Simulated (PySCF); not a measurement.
## Working out the ionisation energy of F⁺

F⁺ [He] 2s2 2p4 (3P) → F²⁺ [He] 2s2 2p3 (4S). Calculation: PySCF 2.14, in def2-SVP; the non-relativistic Hamiltonian (point nucleus). Frozen: 1s2. Energies in hartree (1 hartree = 27.21139 eV):

| part | F⁺ (lower) | F²⁺ (upper) |
| --- | --- | --- |
| UHF | -98.704449 | -97.472219 |
| CCSD correlation | -0.109064 | -0.078310 |
| (T) | -0.000823 | -0.000389 |

Question: What does Hartree-Fock give?

Answer: (-97.472219) − (-98.704449) = 1.232230 hartree = 33.531 eV.

Question: What do CCSD and CCSD(T) give?

Answer: The CCSD correlation energies differ by 0.030754 hartree = 0.837 eV and the triples by 0.000434 hartree = 0.012 eV, so CCSD gives 34.368 eV and CCSD(T) 34.380 eV.

Measured between the centres of the two terms (NIST): 34.950 eV, so CCSD(T) (valence) is off by -0.570 eV.

A double-zeta basis recovers only part of the correlation energy.

What remains against the reference includes basis incompleteness, the frozen core and higher excitations.
